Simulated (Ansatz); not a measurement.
Coupled-cluster run, C2H4AlNO (`[CH3][AlH][N]=C=O`).

```yaml
crystal:
  periodic: [false, false, false]
  atoms:
    - {symbol: C, position_ang: [-1.479795, -0.787162, 0.045391]}
    - {symbol: Al, position_ang: [0.119957, -0.030748, 0.835226]}
    - {symbol: N, position_ang: [1.322483, 0.697022, -0.251718]}
    - {symbol: C, position_ang: [2.142522, 1.192162, -0.965715]}
    - {symbol: O, position_ang: [2.941840, 1.675124, -1.665548]}
    - {symbol: H, position_ang: [-2.104258, -1.304890, 0.776994]}
    - {symbol: H, position_ang: [-2.087958, -0.002442, -0.416842]}
    - {symbol: H, position_ang: [-1.228129, -1.494406, -0.750743]}
    - {symbol: H, position_ang: [0.461938, 0.009040, 2.375856]}
basis:
  gaussian: {orbitals: def2-SVP}
correlation: {method: ccsd_t}
```

```sh
$ ansatz run in.yaml --threads 2 --pin off --events-out ev --progress --plain
```

Output of Ansatz, abridged:

```
Functional definition: HF
929 factors; integrals over basis functions are off by at most 1.1e-3 eV
mean field evaluation 1: about -12217.7942 eV, gradient 4.1e1 eV
mean field evaluation 2: about -12217.8722 eV, gradient 4.1e1 eV
mean field evaluation 4: about -12221.4333 eV, gradient 3.5e0 eV
mean field evaluation 8: about -12221.4786 eV, gradient 1.4e-1 eV
mean field -12221.47863694 eV, -449.1310558918 hartree, gradient 1.8e-6 eV, S^2 0.000000; 0 other end points of the search recorded, 0 dependent functions left out
9 core orbitals not correlated: weight in the atoms' cores, before any rotation towards them, 1.000 or more for the frozen orbitals, at most 0.000 for the correlated occupied ones
reference -12221.47863694 eV, -449.1310558918 hartree; 13, 13 occupied and 72, 72 virtual orbitals, 929 factors
second order -17.98791147 eV of doubles, -0.00000000 eV of singles
cycle   1  -18.01903798 eV  change   -3.1e-2 eV  update   1.2e-1
cycle   2  -18.57721716 eV  change   -5.6e-1 eV  update   4.0e-2
cycle   3  -18.72684369 eV  change   -1.5e-1 eV  update   1.9e-2
cycle   4  -18.72239035 eV  change    4.5e-3 eV  update   4.1e-3
cycle   5  -18.72052709 eV  change    1.9e-3 eV  update   1.8e-3
cycle   6  -18.72092866 eV  change   -4.0e-4 eV  update   5.1e-4
cycle   7  -18.72071960 eV  change    2.1e-4 eV  update   2.3e-4
cycle   8  -18.72066035 eV  change    5.9e-5 eV  update   8.1e-5
cycle   9  -18.72068838 eV  change   -2.8e-5 eV  update   3.8e-5
cycle  10  -18.72068912 eV  change   -7.4e-7 eV  update   1.3e-5
perturbative correction -0.66661916 eV, -0.0244978022 hartree
Total energy: -12240.86594522 eV, -449.8435263299 hartree
```

Run time 2.6 s (2 threads of a server CPU on a shared host); peak host memory 0.36 GiB.

MP2 recovers 92.8 % of the CCSD(T) correlation energy and the triples give 3.4 %; T1 = 0.0156.
